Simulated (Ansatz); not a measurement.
C₆H₇F₅O₂Ti, SMILES `CC1=CC(C(F)(F)F)=[O+][Ti-]([CH3])([F])([F])[O]1`. Total charge 0; spin multiplicity 1. Correlated methods include outer-core shells of Ti, which these sets cover unevenly. Scalar relativity is left out up to krypton.

```xyz
21

C    -0.366   -3.088    0.196
C    -0.325   -1.604    0.066
C    -0.052   -0.997   -1.161
C    -0.071    0.383   -1.262
C     0.192    1.055   -2.616
F    -0.861    1.781   -2.981
F     1.246    1.862   -2.525
F     0.435    0.166   -3.580
O    -0.296    1.192   -0.330
Ti   -0.655    0.948    1.670
C     1.042    2.086    1.897
F    -0.658    0.409    3.354
F    -2.089    1.953    1.575
O    -0.559   -0.946    1.129
H    -0.135   -3.591   -0.740
H    -1.361   -3.386    0.538
H     0.341   -3.398    0.970
H     0.146   -1.601   -2.031
H     1.092    2.873    1.145
H     1.893    1.405    1.779
H     1.043    2.499    2.908
```

Q: Give the diagnostics of a CCSD(T)/def2-TZVPP run (frozen core, Ansatz). (Best estimate.)

A: Computed: T1 = 0.0196, largest single amplitude 0.041, largest double 0.050, (T) share of the correlation energy 4.1 %, 14 CCSD cycles. The RHF solution is stable towards an unrestricted one. T1 lies under the customary mark of 0.02 for closed shells.
